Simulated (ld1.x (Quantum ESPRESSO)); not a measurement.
## What one change does to a pseudopotential (Ag, TM)

* Element: Ag
* Generator: ld1.x (Quantum ESPRESSO) 7.5
* Type: norm-conserving Troullier–Martins (Kleinman–Bylander form)
* Functional: PW91
* Relativity: scalar-relativistic
* Frozen core: [Kr]
* Valence charge: 11
* Reference configuration: 4d10 5s0 5p1
* Partial waves: 5p (bound): rc 3.00 bohr; 4d (bound): rc 1.20 bohr; 5s (bound, empty): rc 2.10 bohr
* Local potential: the s channel
* Core correction: none

All-electron outer shells of the reference configuration (PW91, scalar-relativistic, ld1.x):

```csv
shell,level (eV),outermost node (bohr),outermost maximum (bohr)
4s,-97.14,0.44,0.82
4p,-60.66,0.44,0.87
4d,-9.49,0.43,1.04
5s,-5.81,1.11,2.43
5p,-1.70,1.25,3.53
```

Change: functional revPBE.

Cutoffs: the cutoffs (Ry, on a coarse ladder) from which the occupation-weighted sum of valence levels, in a spherical-Bessel basis at the reference potential, stays within 10 and 1 mRy of its value at 400 Ry; they do not see the model core or the augmentation charge, which bear on the density cutoff. Errors are all-electron minus pseudo energies relative to the spin-unpolarised reference configuration.

**Question.** What does the change do?

**Answer.** The potential gets neither clearly harder nor softer (80 Ry and 100 Ry → 80 Ry and 100 Ry); of the 7 tests that both files solve, the error grows in 2 and shrinks in 0 by more than 15 % and 0.3 meV (median size 146.3 → 146.5 meV); neither file shows a bound ghost.

```csv
quantity,base,changed
"cutoff, loose",80 Ry,80 Ry
"cutoff, tight",100 Ry,100 Ry
bound ghosts,none,none
"error for 4d10 5s1 5p0, meV [ΔE -3.90 → -3.82 eV]",+1.9,+3.2
"error for 4d10 5s0 5p0, meV [ΔE 3.92 → 3.80 eV]",+1.2,+2.4
"error for 4d9 5s0 5p0, meV [ΔE 26.12 → 25.82 eV]",-89,-89
"error for 4d7 5s0 5p0, meV [ΔE 114.19 → 113.58 eV]",-1509,-1555
"error for 4d9 5s2 5p0, meV [ΔE 0.17 → 0.31 eV]",-146,-146
"error for 4d9 5s1 5p1, meV [ΔE 4.70 → 4.78 eV]",-149,-151
"error for 4d8 5s0 5p0, meV [ΔE 62.39 → 61.94 eV]",-551,-564
s: phases at 3.26 bohr within 0.05 rad from the reference energy up to (Ry; the scan ends near 5),1.7,1.7
p: phases at 3.26 bohr within 0.05 rad from the reference energy up to (Ry; the scan ends near 5),2.4,2.4
d: phases at 3.26 bohr within 0.05 rad from the reference energy up to (Ry; the scan ends near 5),0.5,0.5
```
